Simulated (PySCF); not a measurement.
CdClH3OSi, SMILES [SiH3][O][Cd][Cl]. Atoms are numbered in the order given.

```xyz
7

Cd     0.1279    -0.3880     0.0000
Cl    -0.2780    -2.6202     0.0000
O      0.5662     1.5184     0.0000
Si    -0.3005     2.9198     0.0000
H     -1.1884     3.0304    -1.2054
H      0.6391     4.0815     0.0000
H     -1.1884     3.0304     1.2054
```
Charge 0, spin multiplicity 1.

The structure is a stationary point at PBE0-D3(BJ)/def2-SVP. The def2 effective core potentials stand for the cores of Cd; spin–orbit coupling is left out. The values are those of a single conformer.

Method: HF/def2-TZVPD (PySCF).

Mulliken values depend strongly on the basis, most of all with diffuse functions as here. ESP charges are fitted to the potential on shells at 1.4 to 2.0 van der Waals radii. Atomic charges (e):

```json
[
 {"atom": "Cd1", "Mulliken": "1.22", "ESP fit": "1.01"},
 {"atom": "Cl2", "Mulliken": "-0.56", "ESP fit": "-0.48"},
 {"atom": "O3", "Mulliken": "-0.80", "ESP fit": "-0.67"},
 {"atom": "Si4", "Mulliken": "0.31", "ESP fit": "0.53"},
 {"atom": "H5", "Mulliken": "-0.07", "ESP fit": "-0.14"},
 {"atom": "H6", "Mulliken": "-0.04", "ESP fit": "-0.11"},
 {"atom": "H7", "Mulliken": "-0.07", "ESP fit": "-0.14"}
]
```
